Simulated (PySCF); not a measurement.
CH3, SMILES [CH3+], charge +1.

The structure is a stationary point at ωB97X-D3(BJ)/def2-TZVPD.

Two levels are set side by side: TDA-PBE/def2-TZVPD (PySCF) and ADC(3)/aug-cc-pVDZ (PySCF). Vertical, same geometry; the bases differ. Differences are taken from unrounded values.

| quantity | TDA-PBE |
|---|---|
| lowest singlet excitation (eV) | 5.82 |

### Question
These are the TDA-PBE values. What does ADC(3) give? (Estimate from the structure and the level; the computed values follow.)

### Answer

| quantity | ADC(3) | TDA-PBE minus ADC(3) |
|---|---|---|
| lowest singlet excitation (eV) | 6.01 | -0.19 |

Functionals without exact exchange tend to place singlet excitations lower, as here. Differences between two approximate levels are no errors against the true value.

Rough cost on one machine, each run with all the roots and properties that it gave: ADC(3) against TDA-PBE about 6 times.
